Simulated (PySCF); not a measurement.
## Electron correlation in Au⁺ (gold, charge +1)

[Xe] 4f14 5d9 6s1, high-spin 3D determinant (an excited configuration). All numbers are calculated (PySCF 2.14, scalar relativity through the core potential, in aug-cc-pVTZ-PP with ECP60MDF). Frozen: 5s2 5p6; 10 electrons correlated.

| level | correlation energy (mhartree) |
| --- | --- |
| CCSD | -300.63 |
| (T) | -11.50 |
| CCSD(T) | -312.13 |

Diagnostics: T1 = 0.0087, D1 = 0.0331, largest double amplitude 0.019.

Spin-orbit coupling, absent here, splits the open shell strongly.

Cost of the coupled-cluster step: of the order of 40 core-seconds, for 10 correlated electrons.
